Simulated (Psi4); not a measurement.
F2 (SMILES FF), singlet, geometry from GFN2-xTB. Base run: TPSS/6-31G* (Psi4).

Input for Psi4:
```
memory 2 GB

molecule mol {
0 1
  F    -0.000000   -0.000000   -0.701582
  F     0.000000    0.000000    0.701582
}

set basis 6-31g*
set reference rks

energy('tpss')
print_variables()
```

Each row names what was changed in the base input (with any setting that the change needs).

| change | ΔE vs base (mEh) | point group used | SCF cycles |
|---|---|---|---|
| base | 0.000 | d2h | 6 |
| molecule keys = symmetry c1, no_reorient, no_com | 0.000 | c1 | 6 |
| molecule keys = no_reorient | 0.000 | d2h | 6 |
| symmetry = c2v | 0.000 | c2v | 6 |
| symmetry = c2h | 0.000 | c2h | 6 |
| molecule keys = symmetry c1 | 0.000 | c1 | 6 |
| jitter_ang = 0.002 | -0.099 | d2h | 6 |
